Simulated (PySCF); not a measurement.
C$_{3}$H$_{11}$AlOSi, singlet, geometry from GFN2-xTB (such geometries of metal compounds can be far from the true shape); DF-PBE0/def2-TZVP (PySCF).

Here is a job for PySCF.
```python
from pyscf import gto, scf, dft

mol = gto.M(
    atom='''
Al   -1.51374580    2.03068157    0.40661399
H    -1.68118686    2.59337982    1.82513255
H    -2.24613406    2.68975387   -0.77072711
O    -0.53870641    0.71128467    0.14685843
Si    0.44556731   -0.59958134   -0.11925067
C     0.81748723   -1.37776862    1.57912948
C    -0.50549157   -1.80043516   -1.25185246
C     2.02846006    0.04891044   -0.95836321
H     1.46895754   -2.24058633    1.48244690
H    -0.09453400   -1.70511473    2.07024881
H     1.30495056   -0.66639359    2.23954429
H    -1.42638502   -2.13754046   -0.78419454
H     0.08930181   -2.67917536   -1.48028431
H    -0.77231121   -1.32701543   -2.19229929
H     2.54410840    0.76595465   -0.32565570
H     1.80072352    0.54702057   -1.89647252
H     2.72017934   -0.75952209   -1.17256209
''',
    basis='def2-tzvp',
    verbose=4,
    max_memory=1800,
)

mf = dft.RKS(mol)
mf.xc = 'pbe0'
mf = mf.density_fit(auxbasis='def2-universal-jkfit')
mf.kernel()
```

Task: Write the output that PySCF gives for this input, abridged.

Result: 
```
PySCF version 2.14.0

[INPUT] verbose = 4
[INPUT] num. atoms = 17
[INPUT] num. electrons = 64
[INPUT] charge = 0
[INPUT] spin (= nelec alpha-beta = 2S) = 0
[INPUT] symmetry False subgroup None
[INPUT] Mole.unit = angstrom
[INPUT] Symbol           X                Y                Z      unit          X                Y                Z       unit  Magmom
[INPUT]  1 Al    -1.513745800000   2.030681570000   0.406613990000 AA   -2.860564984211   3.837432013502   0.768389079517 Bohr   0.0
[INPUT]  2 H     -1.681186860000   2.593379820000   1.825132550000 AA   -3.176982729618   4.900777596774   3.449000660529 Bohr   0.0
[INPUT]  3 H     -2.246134060000   2.689753870000  -0.770727110000 AA   -4.244578212457   5.082898156789  -1.456463154678 Bohr   0.0
[INPUT]  4 O     -0.538706410000   0.711284670000   0.146858430000 AA   -1.018007576448   1.344133222902   0.277522211784 Bohr   0.0
[INPUT]  5 Si     0.445567310000  -0.599581340000  -0.119250670000 AA    0.842000185959  -1.133044522000  -0.225351106471 Bohr   0.0
[INPUT]  6 C      0.817487230000  -1.377768620000   1.579129480000 AA    1.544826975029  -2.603605354820   2.984122232427 Bohr   0.0
[INPUT]  7 C     -0.505491570000  -1.800435160000  -1.251852460000 AA   -0.955240625576  -3.402329357437  -2.365658297763 Bohr   0.0
[INPUT]  8 C      2.028460060000   0.048910440000  -0.958363210000 AA    3.833233968019   0.092427336232  -1.811043994759 Bohr   0.0
[INPUT]  9 H      1.468957540000  -2.240586330000   1.482446900000 AA    2.775927439215  -4.234094522144   2.801418635210 Bohr   0.0
[INPUT] 10 H     -0.094534000000  -1.705114730000   2.070248810000 AA   -0.178643369460  -3.222199850662   3.912203260607 Bohr   0.0
[INPUT] 11 H      1.304950560000  -0.666393590000   2.239544290000 AA    2.465999164498  -1.259301376266   4.232125351934 Bohr   0.0
[INPUT] 12 H     -1.426385020000  -2.137540460000  -0.784194540000 AA   -2.695477035982  -4.039366049577  -1.481912908979 Bohr   0.0
[INPUT] 13 H      0.089301810000  -2.679175360000  -1.480284310000 AA    0.168755963328  -5.062907670083  -2.797331932391 Bohr   0.0
[INPUT] 14 H     -0.772311210000  -1.327015430000  -2.192299290000 AA   -1.459456669831  -2.507695725772  -4.142845241178 Bohr   0.0
[INPUT] 15 H      2.544108400000   0.765954650000  -0.325655700000 AA    4.807668107205   1.447444512337  -0.615400083904 Bohr   0.0
[INPUT] 16 H      1.800723520000   0.547020570000  -1.896472520000 AA    3.402874278863   1.033719061803  -3.583813665564 Bohr   0.0
[INPUT] 17 H      2.720179340000  -0.759522090000  -1.172562090000 AA    5.140393962300  -1.435288735657  -2.215821214148 Bohr   0.0

nuclear repulsion = 362.536223732849
number of shells = 114
number of NR pGTOs = 398
number of NR cGTOs = 264
basis = def2-tzvp
ecp = {}

******** <class 'pyscf.df.df_jk.DFRKS'> ********
method = DFRKS
initial guess = minao
damping factor = 0
level_shift factor = 0
DIIS = <class 'pyscf.scf.diis.CDIIS'>
diis_start_cycle = 1
diis_space = 8
diis_damp = 0
SCF conv_tol = 1e-09
SCF conv_tol_grad = None
SCF max_cycles = 50
direct_scf = False
XC library pyscf.dft.libxc version 7.1.2
    S. Lehtola, C. Steigemann, M. J. T. Oliveira, and M. A. L. Marques,  SoftwareX 7, 1–5 (2018)
XC functionals = pbe0
    C. Adamo and V. Barone,  J. Chem. Phys. 110, 6158 (1999)
    M. Ernzerhof and G. E. Scuseria,  J. Chem. Phys. 110, 5029 (1999)
radial grids:
    Treutler-Ahlrichs [JCP 102, 346 (1995); DOI:10.1063/1.469408] (M4) radial grids

becke partition: Becke, JCP 88, 2547 (1988); DOI:10.1063/1.454033
pruning grids: <function nwchem_prune>
grids dens level: 3
symmetrized grids: False
atomic radii adjust function: <function treutler_atomic_radii_adjust>
small_rho_cutoff = 0
Set gradient conv threshold to 3.16228e-05
Initial guess from minao.
tot grids = 202688
******** <class 'pyscf.df.df.DF'> ********
auxbasis = def2-universal-jkfit
init E= -727.839621820604
  HOMO = -0.330425285504789  LUMO = -0.0727865446557999  gap/eV = 7.01071
cycle= 1 E= -727.64993307038  delta_E= 0.19  |g|= 0.974  |ddm|= 2.95
  HOMO = -0.121344210761589  LUMO = -0.00531202316005164  gap/eV = 3.15740
cycle= 2 E= -727.236803970562  delta_E= 0.413  |g|= 1.71  |ddm|= 1.75
  HOMO = -0.284311029975256  LUMO = -0.033509392218761  gap/eV = 6.82466
cycle= 3 E= -727.823010140313  delta_E= -0.586  |g|= 0.243  |ddm|= 1.33
  HOMO = -0.286241274988218  LUMO = -0.031302399804666  gap/eV = 6.93724
cycle= 4 E= -727.835167639127  delta_E= -0.0122  |g|= 0.0638  |ddm|= 0.183
  HOMO = -0.28523574002214  LUMO = -0.0323760906921251  gap/eV = 6.88066
cycle= 5 E= -727.836111877544  delta_E= -0.000944  |g|= 0.0095  |ddm|= 0.0476
  HOMO = -0.286027341529134  LUMO = -0.0320205798054758  gap/eV = 6.91188
cycle= 6 E= -727.836134574678  delta_E= -2.27e-05  |g|= 0.00317  |ddm|= 0.0117
  HOMO = -0.285819542126678  LUMO = -0.0319274629856707  gap/eV = 6.90876
cycle= 7 E= -727.836137071251  delta_E= -2.5e-06  |g|= 0.000421  |ddm|= 0.00306
  HOMO = -0.285859777142671  LUMO = -0.0319322976780754  gap/eV = 6.90972
cycle= 8 E= -727.836137113723  delta_E= -4.25e-08  |g|= 0.000104  |ddm|= 0.000439
  HOMO = -0.285861999266843  LUMO = -0.0319374685252924  gap/eV = 6.90964
cycle= 9 E= -727.83613711544  delta_E= -1.72e-09  |g|= 2.66e-05  |ddm|= 7.75e-05
  HOMO = -0.285859049997652  LUMO = -0.0319355270421511  gap/eV = 6.90961
cycle= 10 E= -727.836137115584  delta_E= -1.44e-10  |g|= 1.09e-05  |ddm|= 2.32e-05
  HOMO = -0.285858864279459  LUMO = -0.0319355024497909  gap/eV = 6.90961
Extra cycle  E= -727.836137115569  delta_E= 1.52e-11  |g|= 1.46e-05  |ddm|= 1.64e-05
converged SCF energy = -727.836137115569
```
